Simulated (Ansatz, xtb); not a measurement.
Ranking isomers of C4H2ClFO2

4 gas-phase structures of C4H2ClFO2, from a drawn sample of its isomers (lower ones may exist). Each was relaxed with GFN2-xTB:

A. `FC1=C(Cl)OC=CO1`, a singlet
B. `FC1=COC(Cl)=CO1`, a singlet
C. `O=C1O[C@H](F)C=C1Cl`, a singlet
D. `FC1=COC=C(Cl)O1`, a singlet

**Question.** Make a reasoned guess at their ranking by r2SCAN-D4/def2-SVP single-point energy.

**Answer.** Calculated order at r2SCAN-D4/def2-SVP: C (0.000), B (2.051), D (2.075), A (2.115) eV. Less than 1 kcal/mol parts B and D; D and A, so the order within those pairs means little.

Energies above the lowest of each column, in eV; the last columns are at B3LYP/def2-SVP geometries and were run for some of them only (a dash: not run or not comparable):

```
structure  GFN2-xTB  HF/STO-3G  r2SCAN-D4/def2-SVP  B3LYP/def2-SVP  CCSD(T)/def2-SVP + ΔMP2/def2-TZVPP
        C     0.000      0.000               0.000           0.000                               0.000
        B     0.943      0.956               2.051           1.930                               2.061
        D     0.954      0.953               2.075           1.956                               2.086
        A     1.047      0.971               2.115               –                                   –
```

Every level run on C puts it lowest or level with the lowest. B keeps a small imaginary mode. D keeps a small imaginary mode. Frequencies (GFN2-xTB) were run for B, C, D alone. ΔMP2 is the change of the MP2 energy from the smaller to the larger basis.

Over these structures GFN2-xTB departs from r2SCAN-D4/def2-SVP by 0.412 eV on average once a common shift is removed. A GFN2-xTB relaxation took about 0.12 s and the r2SCAN-D4/def2-SVP energy about 2.9 s on a shared host (Ansatz 0.2.0, xtb 6.7.1).
